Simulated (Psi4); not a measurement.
singlet oxygen (O₂), singlet, geometry from GFN2-xTB, with bond 2-1 at 1.5 times its length; HF/6-311G** in Psi4.

Here is a job for Psi4.
```
memory 2 GB

molecule mol {
0 1
  O    -0.000000   -0.000000   -0.604951
  O     0.000000    0.000000    1.209903
}

set basis 6-311g**
set reference uhf
set stability_analysis follow
set scf_type pk

energy('scf')
print_variables()
```

The log (banner, timings and long lists left out):

```
   => Loading Basis Set <=

    Name: 6-311G**
    Role: ORBITAL
    Keyword: BASIS

         ---------------------------------------------------------
                                   SCF
               by Justin Turney, Rob Parrish, Andy Simmonett
                          and Daniel G. A. Smith
                              UHF Reference
         ---------------------------------------------------------

  ==> Geometry <==

    Molecular point group: d2h
    Full point group: D_inf_h

    Geometry (in Angstrom), charge = 0, multiplicity = 1:

       Center              X                  Y                   Z               Mass
    ------------   -----------------  -----------------  -----------------  -----------------
         O            0.000000000000     0.000000000000    -0.907427000000    15.994914619570
         O            0.000000000000     0.000000000000     0.907427000000    15.994914619570

  Running in d2h symmetry.

  Rotational constants: A = ************  B =      0.63997  C =      0.63997 [cm^-1]
  Rotational constants: A = ************  B =  19185.88703  C =  19185.88703 [MHz]
  Nuclear repulsion =   18.661193397860103

  Charge       = 0
  Multiplicity = 1
  Electrons    = 16
  Nalpha       = 8
  Nbeta        = 8

  ==> Algorithm <==

  SCF Algorithm Type is PK.
  DIIS enabled.
  MOM disabled.
  Fractional occupation disabled.
  Guess Type is SAD.
  Energy threshold   = 1.00e-06
  Density threshold  = 1.00e-06
  Integral threshold = 1.00e-12

  ==> Primary Basis <==

  Basis Set: 6-311G**
    Blend: 6-311G**
    Number of shells: 16
    Number of basis functions: 36
    Number of Cartesian functions: 38
    Spherical Harmonics?: true
    Max angular momentum: 2

  ==> Integral Setup <==

  Using in-core PK algorithm.
   Calculation information:
      Number of atoms:                   2
      Number of AO shells:              16
      Number of primitives:             34
      Number of atomic orbitals:        38
      Number of basis functions:        36

      Integral cutoff                 1.00e-12
      Number of threads:                 1

  Performing in-core PK
  Using 444222 doubles for integral storage.
  We computed 8862 shell quartets total.
  Whereas there are 9316 unique shell quartets.

  ==> DiskJK: Disk-Based J/K Matrices <==

    J tasked:                  Yes
    K tasked:                  Yes
    wK tasked:                  No
    Schwarz Cutoff:          1E-12

  Minimum eigenvalue in the overlap matrix is 8.6825209166E-02.
  Reciprocal condition number of the overlap matrix is 3.3370423762E-02.
    Using symmetric orthogonalization.

  ==> Pre-Iterations <==

  SCF Guess: Superposition of Atomic Densities via on-the-fly atomic UHF (no occupation information).

   -------------------------
    Irrep   Nso     Nmo
   -------------------------
     Ag         9       9
     B1g        1       1
     B2g        4       4
     B3g        4       4
     Au         1       1
     B1u        9       9
     B2u        4       4
     B3u        4       4
   -------------------------
    Total      36      36
   -------------------------

  ==> Iterations <==

                        Total Energy        Delta E     RMS |[F,P]|

   @UHF iter SAD:  -147.94266670804535   -1.47943e+02   0.00000e+00
   @UHF iter   1:  -149.27605587922014   -1.33339e+00   1.30423e-02 ADIIS/DIIS
   @UHF iter   2:  -149.29433577256506   -1.82799e-02   3.52824e-03 ADIIS/DIIS
   @UHF iter   3:  -149.29585203941122   -1.51627e-03   1.10385e-03 ADIIS/DIIS
   @UHF iter   4:  -149.29603337858657   -1.81339e-04   1.57775e-04 ADIIS/DIIS
   @UHF iter   5:  -149.29603682470025   -3.44611e-06   2.75299e-05 DIIS
   @UHF iter   6:  -149.29603694316850   -1.18468e-07   2.80677e-06 DIIS
   @UHF iter   7:  -149.29603694405662   -8.88122e-10   1.96858e-07 DIIS
  Energy and wave function converged.

    Wavefunction stable under totally symmetric rotations.
    Lowest totally symmetric eigenvalue: 0.538324
    Lowest UHF->UHF stability eigenvalues:
     B1u -0.443687      B2g -0.313407      B1g -0.109639       Au -0.025593
     B2u -0.012001      B3g 0.070998       B3u 0.423664        Ag 0.538324

    Stability analysis over.

  ==> Post-Iterations <==

   @Spin Contamination Metric:   1.332267630E-14
   @S^2 Expected:                0.000000000E+00
   @S^2 Observed:                1.332267630E-14
   @S   Expected:                0.000000000E+00
   @S   Observed:                0.000000000E+00

    Orbital Energies [Eh]
    ---------------------

    Alpha Occupied:

       1Ag   -20.793732     1B1u  -20.793505     2Ag    -1.376207
       2B1u   -1.243985     1B2u   -0.662633     1B3g   -0.595334
       3Ag    -0.571678     1B3u   -0.486633

    Alpha Virtual:

       1B2g   -0.136953     3B1u   -0.011756     2B2u    0.875594
       2B3u    0.905456     4B1u    0.918154     4Ag     0.971725
       2B3g    1.014501     2B2g    1.033573     5Ag     1.151526
       5B1u    1.413601     6Ag     2.886375     3B3u    3.006689
       3B2u    3.025248     1B1g    3.070876     7Ag     3.071359
       6B1u    3.084646     1Au     3.084772     3B2g    3.143531
       3B3g    3.156821     7B1u    3.532197     4B3u    5.131904
       4B2u    5.144550     4B2g    5.178510     4B3g    5.191546
       8Ag     5.210317     8B1u    5.227364     9Ag    51.095539
       9B1u   51.177997

    Beta Occupied:

       1Ag   -20.793732     1B1u  -20.793505     2Ag    -1.376207
       2B1u   -1.243985     1B2u   -0.662633     1B3g   -0.595334
       3Ag    -0.571678     1B3u   -0.486633

    Beta Virtual:

       1B2g   -0.136953     3B1u   -0.011756     2B2u    0.875594
       2B3u    0.905456     4B1u    0.918154     4Ag     0.971725
       2B3g    1.014501     2B2g    1.033573     5Ag     1.151526
       5B1u    1.413601     6Ag     2.886375     3B3u    3.006689
       3B2u    3.025248     1B1g    3.070876     7Ag     3.071359
       6B1u    3.084646     1Au     3.084772     3B2g    3.143531
       3B3g    3.156821     7B1u    3.532197     4B3u    5.131904
       4B2u    5.144550     4B2g    5.178510     4B3g    5.191546
       8Ag     5.210317     8B1u    5.227364     9Ag    51.095539
       9B1u   51.177997

    Final Occupation by Irrep:
             Ag   B1g   B2g   B3g    Au   B1u   B2u   B3u
    DOCC [     3,    0,    0,    1,    0,    2,    1,    1 ]
    SOCC [     0,    0,    0,    0,    0,    0,    0,    0 ]
    NA   [     3,    0,    0,    1,    0,    2,    1,    1 ]
    NB   [     3,    0,    0,    1,    0,    2,    1,    1 ]

  @UHF Final Energy:  -149.29603694405662

   => Energetics <=

    Nuclear Repulsion Energy =             18.6611933978601030
    One-Electron Energy =                -242.8670383879461099
    Two-Electron Energy =                  74.9098080460293971
    Total Energy =                       -149.2960369440565955

  UHF NO Occupations:
  HONO-2 :    3 Ag 2.0000000
  HONO-1 :    2B1u 2.0000000
  HONO-0 :    1B3u 2.0000000
  LUNO+0 :    4 Ag 0.0000000
  LUNO+1 :    2B3u 0.0000000
  LUNO+2 :    5 Ag 0.0000000
  LUNO+3 :    3B1u 0.0000000

Computation Completed

Properties will be evaluated at   0.000000,   0.000000,   0.000000 [a0]

Properties computed using the SCF density matrix

 Multipole Moments:

 ------------------------------------------------------------------------------------
     Multipole            Electronic (a.u.)      Nuclear  (a.u.)        Total (a.u.)
 ------------------------------------------------------------------------------------

 L = 1.  Multiply by 2.5417464519 to convert [e a0] to [Debye]
 Dipole X            :          0.0000000            0.0000000            0.0000000
 Dipole Y            :          0.0000000            0.0000000            0.0000000
 Dipole Z            :          0.0000000            0.0000000            0.0000000
 Magnitude           :                                                    0.0000000

 ------------------------------------------------------------------------------------

  Variable Map:
  ----------------------------------------------------------------------------
  "CURRENT ENERGY"           =>    -149.296036944057
  "CURRENT REFERENCE ENERGY" =>    -149.296036944057
  "DD SOLVATION ENERGY"      =>       0.000000000000
  "HF KINETIC ENERGY"        =>     148.556414919491
  "HF POTENTIAL ENERGY"      =>    -297.852451863547
  "HF TOTAL ENERGY"          =>    -149.296036944057
  "HF VIRIAL RATIO"          =>       2.004978728283
  "NUCLEAR REPULSION ENERGY" =>      18.661193397860
  "ONE-ELECTRON ENERGY"      =>    -242.867038387946
  "PCM POLARIZATION ENERGY"  =>       0.000000000000
  "PE ENERGY"                =>       0.000000000000
  "SCF ITERATION ENERGY"     =>    -149.296036944057
  "SCF ITERATIONS"           =>       7.000000000000
  "SCF TOTAL ENERGY"         =>    -149.296036944057
  "TWO-ELECTRON ENERGY"      =>      74.909808046029
```
